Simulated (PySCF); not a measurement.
C₃H₃N₂ (SMILES [c]1ncc[nH]1), doublet, geometry from GFN2-xTB. Base run: B3LYP/6-31G run with PySCF.

Here is a job for PySCF.
```python
from pyscf import gto, scf, dft, solvent

mol = gto.M(
    atom='''
C     0.507063   -1.037653    0.082046
N    -0.768891   -0.961573    0.120872
C    -1.062533    0.372446    0.002425
C     0.098459    1.082365   -0.108291
N     1.115617    0.149898   -0.054888
H    -2.078682    0.710975    0.006453
H     0.290703    2.130380   -0.216653
H     2.102959    0.337426   -0.108773
''',
    basis='6-31g',
    charge=0,
    spin=1,
    verbose=4,
)

mf = dft.UKS(mol)
mf.xc = 'b3lyp'
mf.kernel()
```

Each row names what was changed in the base input (with any setting that the change needs).

```tsv
change	ΔE vs base (kcal/mol)	dipole (D)
base	0.000	3.91
model = IEF-PCM; solvent = tetrahydrofuran; lebedev_order = 41	-6.87	4.88
model = IEF-PCM; solvent = tetrahydrofuran; vdw_scale = 1.1	-8.60	5.06
model = SS(V)PE; solvent = tetrahydrofuran	-6.72	4.86
model = IEF-PCM; solvent = tetrahydrofuran; vdw_scale = 1.4	-4.50	4.61
model = IEF-PCM; solvent = tetrahydrofuran; vdw_scale = 1.0	-10.94	5.27
model = C-PCM; solvent = tetrahydrofuran	-7.30	4.94
model = COSMO; solvent = tetrahydrofuran	-6.76	4.86
model = IEF-PCM; solvent = chloroform	-5.92	4.75
model = IEF-PCM; solvent = tetrahydrofuran	-6.85	4.88
model = IEF-PCM; solvent = methanol	-8.25	5.09
model = IEF-PCM; solvent = tetrahydrofuran; lebedev_order = 11	-6.63	4.85
```

The base is the gas phase, so ΔE is the electrostatic part of solvation at a fixed geometry, without cavity and dispersion terms.

Open shells are given as the SCF converged; they aren't shown to be the lowest states, and a large step between rows can be another state.
